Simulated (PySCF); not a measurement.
C4H6ClF, SMILES F/C=C/CCCl. Atoms are numbered in the order given.

```xyz
12

F      2.8555     0.0207     0.2676
C      1.5372    -0.1307     0.0827
C      0.9500     0.2390    -1.0565
C     -0.5061     0.0947    -1.3838
C     -1.3686    -0.6552    -0.3880
Cl    -1.5969     0.2471     1.1626
H      1.0394    -0.5578     0.9588
H      1.5914     0.6851    -1.8258
H     -0.5975    -0.4444    -2.3471
H     -0.9505     1.0908    -1.5675
H     -2.3768    -0.8177    -0.7922
H     -0.9329    -1.6310    -0.1254
```

Geometry: r2SCAN-D4/def2-SVP. The structure was generated by enumeration; whether it is a known compound was not checked. The values are those of a single conformer.

Calculation: HF/def2-TZVP in PySCF.

Atomic charges (e):

```csv
atom,Löwdin,IAO
F1,0.11,-0.33
C2,-0.24,0.20
C3,-0.19,-0.19
C4,?,-0.21
C5,?,-0.17
Cl6,0.23,-0.15
H7,?,0.15
H8,?,0.15
H9,?,0.13
H10,?,0.14
H11,0.12,0.15
H12,0.12,0.14
```

Problem. Fill in the missing entries. (An estimate is asked for; the answer gives what the named calculation found.)

Solution. 
- C4, Löwdin: -0.27
- C5, Löwdin: -0.44
- H7, Löwdin: 0.12
- H8, Löwdin: 0.15
- H9, Löwdin: 0.14
- H10, Löwdin: 0.14

Problem. Give the Mayer and Wiberg (Löwdin basis) orders of the bonds. (Estimate from the structure and the level; the computed values follow.)

Solution. 
```json
[
 {"bond": "F1–C2", "Mayer": "0.94", "Wiberg": "1.69"},
 {"bond": "C2–C3", "Mayer": "1.96", "Wiberg": "2.09"},
 {"bond": "C3–C4", "Mayer": "0.96", "Wiberg": "1.23"},
 {"bond": "C4–C5", "Mayer": "1.00", "Wiberg": "1.27"},
 {"bond": "C5–Cl6", "Mayer": "0.97", "Wiberg": "1.54"},
 {"bond": "C2–H7", "Mayer": "0.99", "Wiberg": "0.87"},
 {"bond": "C3–H8", "Mayer": "0.97", "Wiberg": "0.83"},
 {"bond": "C4–H9", "Mayer": "0.96", "Wiberg": "0.83"},
 {"bond": "C4–H10", "Mayer": "0.96", "Wiberg": "0.84"},
 {"bond": "C5–H11", "Mayer": "0.98", "Wiberg": "0.89"},
 {"bond": "C5–H12", "Mayer": "0.98", "Wiberg": "0.89"}
]
```
